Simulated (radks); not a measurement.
Results of a calculation; reference values are marked as such.
Species: W3+. Configuration: [Xe] 4f14 5d3.

Code: a radial shooting solver on a logarithmic mesh with Libxc functionals. Model: Dirac Kohn-Sham, PBE, spin-unpolarised, spherical densities, finite nucleus; open shells fill j = l - 1/2 first; Fermi nuclear charge, rms radius 5.3658 fm.

Energy parts (eV):
| part | energy |
|---|---|
| total | -439778.24 |
| kinetic | 495248.90 |
| electron-nucleus | -1096287.63 |
| Hartree | 170084.22 |
| exchange-correlation | -8823.73 |

Orbitals (lengths in bohr, moments of r in powers of bohr; r(90%) holds 90 % of the orbital's charge):
orbital  occ.  eigenvalue (eV)   <1/r>  r(90%)      <r>  small-component weight
1s1/2       2        -69400.58   87.04  0.0334  0.01835                7.79e-02
2s1/2       2        -11994.53   21.18   0.120  0.07695                1.76e-02
2p1/2       2        -11473.75   21.15   0.106  0.06365                1.77e-02
2p3/2       4        -10121.07   17.77   0.116  0.07161                1.60e-02
3s1/2       2        -2784.277   7.776   0.295   0.2006                5.81e-03
3p1/2       2        -2551.770   7.692   0.287   0.1906                5.75e-03
3p3/2       4        -2259.271   6.817   0.307   0.2053                5.26e-03
3d3/2       4        -1866.913   6.711   0.280   0.1797                5.14e-03
3d5/2       6        -1803.301   6.504   0.286   0.1842                5.01e-03
4s1/2       2        -597.0557   3.267   0.646   0.4495                1.91e-03
4p1/2       2        -500.5229   3.157   0.662   0.4546                1.82e-03
4p3/2       4        -432.7448   2.853   0.709   0.4878                1.63e-03
4d3/2       4        -274.0032   2.638   0.757   0.5047                1.44e-03
4d5/2       6        -261.5136   2.565   0.774   0.5162                1.39e-03
5s1/2       2        -107.3360   1.266    1.53    1.065                4.28e-04
5p1/2       2         -78.6347   1.139    1.70    1.169                3.54e-04
5p3/2       4         -68.6707   1.034    1.85    1.267                3.04e-04
4f5/2       6         -62.9636   2.102   0.997   0.6019                9.83e-04
4f7/2       8         -60.7234   2.071    1.01   0.6114                9.61e-04
5d3/2       3         -31.4305  0.7417    2.64    1.736                1.60e-04
5d5/2       0         -30.4798  0.7205    2.71    1.782                1.52e-04

The highest occupied level is 5d3/2 at -31.430 eV. For comparison, the ionisation energy in NIST's Atomic Spectra Database is 38.2 eV (semi-empirical). In exact Kohn-Sham theory the highest level is minus the ionisation energy, but local and semilocal functionals leave it too shallow, through self-interaction and a potential that decays too fast; potentials with the right tail come closer.

Beside tabulated values, note that spin-unpolarised runs miss the spin-polarisation part of the exchange energy of open shells.
